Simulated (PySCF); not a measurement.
SiFH2I, SMILES F[SiH2]I.

Geometry optimised at B3LYP-D3(BJ)/def2-TZVP. The def2 effective core potentials stand for the cores of I; spin–orbit coupling is left out.

The numbers are results of B3LYP-D3(BJ)/def2-TZVP in PySCF, not measurements.

Frequencies are harmonic and unscaled.

```json
[
 {"mode": "1", "ν (cm⁻¹)": "187", "IR (km/mol)": "2.2", "moving atoms (share of kinetic energy)": "F 70 %, I 15 %, Si 14 %"},
 {"mode": "2", "ν (cm⁻¹)": "369", "IR (km/mol)": "48.3", "moving atoms (share of kinetic energy)": "Si 74 %, I 16 %"},
 {"mode": "3", "ν (cm⁻¹)": "572", "IR (km/mol)": "20.3", "moving atoms (share of kinetic energy)": "H 84 %, Si 13 %"},
 {"mode": "4", "ν (cm⁻¹)": "727", "IR (km/mol)": "27.3", "moving atoms (share of kinetic energy)": "H 91 %"},
 {"mode": "5", "ν (cm⁻¹)": "868", "IR (km/mol)": "42.3", "moving atoms (share of kinetic energy)": "H 51 %, F 38 %, Si 11 %"},
 {"mode": "6", "ν (cm⁻¹)": "892", "IR (km/mol)": "392.8", "moving atoms (share of kinetic energy)": "H 47 %, Si 30 %, F 23 %"},
 {"mode": "7", "ν (cm⁻¹)": "961", "IR (km/mol)": "117.4", "moving atoms (share of kinetic energy)": "H 90 %, Si 9 %"},
 {"mode": "8", "ν (cm⁻¹)": "2269", "IR (km/mol)": "70.8", "moving atoms (share of kinetic energy)": "H 98 %"},
 {"mode": "9", "ν (cm⁻¹)": "2286", "IR (km/mol)": "90.1", "moving atoms (share of kinetic energy)": "H 95 %"}
]
```
